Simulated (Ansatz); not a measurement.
Reaction (ligand exchange at the Sn–F bond): `[F][SnH2][F]` + NH₃ → `[NH2][SnH2][F]` + H–F

Program: Ansatz. Geometries: PBE0-D4/def2-TZVP. ΔE: electronic, gas phase. CCSD(T)/CBS adds triple-zeta CCSD(T) − MP2 to the extrapolated MP2 energy (def2 sets, frozen cores). This one scheme is used for every species. DFT in def2-TZVPP. B3LYP here is the variant with VWN-RPA as its local correlation; programs differ in this. Elements past krypton have def2 core potentials. For Sn outer-core shells are correlated without core-valence functions, which leaves a few kJ/mol of doubt a bond. Each species was taken in one conformer, which may not be the lowest.

```
             level  ΔE (kcal/mol)  difference from CCSD(T)/CBS
            PBE-D4           13.2                          1.4
         r2SCAN-D4           14.4                          2.6
           PBE0-D4           12.3                          0.5
          B3LYP-D4           13.9                          2.1
           ωB97X-V           13.9                          2.1
               PBE           13.8                          2.0
            r2SCAN           14.6                          2.8
              PBE0           12.9                          1.1
             B3LYP           14.9                          3.1
    MP2/def2-TZVPP           10.2                         -1.6
   CCSD/def2-TZVPP           11.4                         -0.4
CCSD(T)/def2-TZVPP           11.1                         -0.7
    MP2/def2-QZVPP           10.8                         -1.0
SCS-MP2/def2-QZVPP           12.2                          0.4
      HF/CBS(def2)           16.1                          4.3
     MP2/CBS(def2)           10.9                         -0.9
       CCSD(T)/CBS           11.8                            0
```

Largest T1 diagnostic among the species: 0.014.

The D4 term adds −1.1 kcal/mol with B3LYP and −0.6 kcal/mol with PBE0; it sums over pairs of atoms, weighted by their polarisabilities, and B3LYP, whose exchange is more repulsive, gets the larger term. In def2-TZVPP, CCSD(T) changes the Hartree–Fock value by −4.1 kcal/mol (the triples alone add −0.3 kcal/mol) and MP2 by −5.0 kcal/mol.
